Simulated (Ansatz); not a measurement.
Reaction (ligand exchange at the Si–C bond): `NC[SiH](N)F` + `N[SiH](O)O` → `N[Si@H](F)O[Si@@H](N)O` + CH₃NH₂

Computed with Ansatz on PBE0-D4/def2-TZVP structures; ΔE is electronic, products minus reactants. CCSD(T)/CBS adds triple-zeta CCSD(T) − MP2 to the extrapolated MP2 energy (def2 sets, frozen cores). This one scheme is used for every species. DFT in def2-TZVPP. One conformer a species, not always the lowest.

`NC[SiH](N)F`:

Cartesian coordinates in Å:
```
N 0.368 -0.739 -1.429
C -0.809 -0.465 -0.601
Si -0.232 0.179 1.057
N 0.812 1.478 0.753
F 0.479 -1.064 1.801
H 0.896 -1.513 -1.046
H 0.099 -1.004 -2.368
H -1.388 0.337 -1.069
H -1.494 -1.317 -0.477
H -1.318 0.603 1.972
H 1.400 1.434 -0.065
H 1.186 2.072 1.472
```

`N[SiH](O)O`:

Cartesian coordinates in Å:
```
N -0.534 -0.801 0.810
Si 0.031 0.568 -0.054
O -0.644 0.509 -1.547
O 1.669 0.530 -0.001
H -0.137 -1.021 1.709
H -1.514 -1.036 0.786
H -0.321 1.908 0.453
H -0.641 -0.340 -1.993
H 2.090 -0.316 -0.163
```

`N[Si@H](F)O[Si@@H](N)O`:

```xyz
14

N    -0.393   -1.788    1.198
Si    0.006   -0.175    1.577
O     1.379   -0.138    2.462
O     0.150    0.606    0.144
Si    0.122    0.410   -1.460
N    -0.280    1.894   -2.157
F    -0.947   -0.752   -1.759
H    -0.960   -1.992    0.390
H    -0.505   -2.481    1.920
H    -0.954    0.593    2.394
H     2.101   -0.687    2.153
H     1.389   -0.094   -2.022
H    -0.217    2.058   -3.147
H    -0.889    2.547   -1.695
```

CH₃NH₂:

Z-matrix (Å, degrees):
```
C
N 1 1.453
H 1 1.092 2 109.4
H 1 1.100 2 115.4 3 -121.6
H 1 1.092 2 109.4 3 116.8
H 2 1.012 1 110.6 3 62.6
H 2 1.012 1 110.6 3 -179.3
```

```csv
level,ΔE (kJ/mol)
PBE-D4,-124.3
PBE0-D4,-132.2
ωB97M-V,-136.6
MP2/def2-TZVPP,-140.1
CCSD(T)/def2-TZVPP,-140.0
MP2/def2-QZVPP,-141.2
MP2/CBS(def2),-140.4
CCSD/CBS(def2),-143.4
```

(1) What does CCSD(T)/CBS give? (An estimate is asked.)

Largest T1 diagnostic among the species: 0.011.

Results:

(1) Computed: -140.3 kJ/mol. The listed levels differ from it by 16.0, 8.1, 3.7, 0.2, 0.3, -0.9, -0.1, -3.1 kJ/mol.

From PBE to PBE0 (25 % exact exchange), in def2-TZVPP and without D4, ΔE moves by −7.8 kJ/mol. In def2-TZVPP, CCSD(T) changes the Hartree–Fock value by +22.6 kJ/mol (the triples alone add +3.1 kJ/mol) and MP2 by +22.5 kJ/mol.
